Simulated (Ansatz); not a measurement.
Cost and result for the atomization energy of C₃H₇In (`C=[CH][InH][CH3]`) (11 atoms, 10 bonds).

Cartesian coordinates in Å:
```
C 1.6902 -1.6475 0.9546
C 0.6009 -0.8803 0.9727
In 0.0527 0.3173 -0.7157
C -1.7103 1.5528 -0.7168
H 1.9868 -2.2636 1.8028
H 2.3458 -1.7007 0.0880
H -0.0001 -0.8857 1.8814
H 1.1175 0.2109 -2.0796
H -1.5041 2.5179 -1.1822
H -2.4953 1.0641 -1.2996
H -2.0841 1.7148 0.2945
```

The species carries charge 0 and has multiplicity 1. Correlated methods include outer-core shells of In, which these sets cover unevenly. In takes the def2 core potential. The structure was optimised at the PBE0-D4/def2-TZVP level. It is one conformer, not always the lowest. Program: Ansatz. All runs use 4 threads of an Intel Xeon Platinum 8175M on a shared host. Times are those of one run each, without the atoms' runs, and a repeat can differ threefold. Electronic energies, without spin–orbit coupling; frozen cores. CCSD(T)/CBS adds CCSD(T) − MP2 in def2-TZVPP to the MP2 limit, and its time is that of the two runs behind it. T1 = 0.012. With those shells the extrapolation isn't a true limit. B3LYP takes the VWN-RPA correlation (the form of Gaussian; ORCA's B3LYP/G). HSE06 is the plane-wave form, built on full-range PBE exchange.

CCSD(T)/CBS is a level of theory with its own doubt, some kJ/mol a heavy atom from the limit and from the frozen cores, so smaller differences don't rank the functionals.

```tsv
level	functions	wall time
BLYP-D4/def2-TZVPP	241	1.9 s
PBE-D4/def2-TZVPP (with forces)	241	2.4 s
HSE06-D4/def2-TZVPP	241	2.9 s
r2SCANh-D4/def2-TZVPP	241	3.6 s
B3LYP-D4/def2-TZVPP (with forces)	241	4.1 s
CCSD(T)/def2-SVP	103	4.6 s
B2PLYP/def2-TZVPP	241	4.9 s
PBE-QIDH/def2-TZVPP	241	5.5 s
B97M-V/def2-TZVPP	241	6 s
ωB97M-V/def2-TZVPP (with forces)	241	9 s
MP2/def2-QZVPP	463	19 s
CCSD(T)/def2-TZVPP	241	100 s
CCSD(T)/CBS(def2)	–	120 s
```

**Question.** What atomization energy does each give, and how far from CCSD(T)/CBS? (Estimate.)

**Answer.** Computed: 
| level | atomization (kJ/mol) | difference from CCSD(T)/CBS | per bond |
| --- | --- | --- | --- |
| BLYP-D4/def2-TZVPP | 3821.3 | -40.3 | -4.0 |
| PBE-D4/def2-TZVPP (with forces) | 3906.1 | 44.5 | 4.5 |
| HSE06-D4/def2-TZVPP | 3863.8 | 2.2 | 0.2 |
| r2SCANh-D4/def2-TZVPP | 3841.1 | -20.5 | -2.1 |
| B3LYP-D4/def2-TZVPP (with forces) | 3844.2 | -17.4 | -1.7 |
| CCSD(T)/def2-SVP | 3681.1 | -180.5 | -18.1 |
| B2PLYP/def2-TZVPP | 3810.2 | -51.4 | -5.1 |
| PBE-QIDH/def2-TZVPP | 3840.8 | -20.8 | -2.1 |
| B97M-V/def2-TZVPP | 3861.4 | -0.2 | 0.0 |
| ωB97M-V/def2-TZVPP (with forces) | 3864.8 | 3.2 | 0.3 |
| MP2/def2-QZVPP | 3847.4 | -14.2 | -1.4 |
| CCSD(T)/def2-TZVPP | 3781.8 | -79.8 | -8.0 |
| CCSD(T)/CBS(def2) | 3861.6 | 0.0 | 0.0 |

At CCSD(T), def2-SVP lies −180.5 kJ/mol from the extrapolated value and def2-TZVPP −79.8 kJ/mol: correlation converges slowly with the basis, and small sets miss more of it in the bonded molecule than in its fragments. From BLYP to BHLYP (50 % exact exchange), in def2-TZVPP and without D4, the atomization energy moves by −44.8 kJ/mol: exact exchange takes away binding that semilocal exchange gives to molecules. In def2-TZVPP, CCSD(T) changes the Hartree–Fock value by +912.9 kJ/mol (the triples alone add +53.0 kJ/mol) and MP2 by +931.2 kJ/mol; breaking electron pairs costs correlation energy, which Hartree–Fock lacks.

Spin–orbit coupling would lower the free In atoms strongly, and the atomization energy with them, by more than many differences here.
